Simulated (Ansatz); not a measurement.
Isolated molecules relaxed with PBE0-D4/def2-TZVP in Ansatz; ΔE leaves out vibrations. CBS: MP2 limit from def2 TZ/QZ plus the TZ coupled-cluster correction, frozen cores. This one scheme is used for every species. Functionals use def2-TZVPP. Elements past krypton have def2 core potentials. For Sb outer-core shells are correlated without core-valence functions, which leaves a few kJ/mol of doubt a bond. Each species was taken in one conformer, which may not be the lowest.

Reaction (hydrogenolysis of the Si–N bond): `N[SiH2][SbH][OH]` + H₂ → `[OH][SbH][SiH3]` + NH₃

```
             level  ΔE (kJ/mol)
           PBE0-D4         15.2
           ωB97X-V         17.5
            r2SCAN         19.1
     HF/def2-TZVPP          5.8
    MP2/def2-TZVPP         24.2
   CCSD/def2-TZVPP         13.3
CCSD(T)/def2-TZVPP         15.9
SCS-MP2/def2-QZVPP         22.4
```

What does CCSD(T)/CBS give? (Estimate.)

Computed: +20.0 kJ/mol. The listed levels differ from it by -4.8, -2.5, -0.9, -14.2, 4.2, -6.7, -4.1, 2.4 kJ/mol.

Largest T1 diagnostic among the species: 0.014.

In def2-TZVPP, CCSD(T) changes the Hartree–Fock value by +10.1 kJ/mol (the triples alone add +2.7 kJ/mol) and MP2 by +18.4 kJ/mol. The D4 term adds +8.3 kJ/mol with B3LYP and +4.5 kJ/mol with PBE0; it sums over pairs of atoms, weighted by their polarisabilities, and B3LYP, whose exchange is more repulsive, gets the larger term.

B3LYP here is the variant with VWN-RPA as its local correlation; programs differ in this.
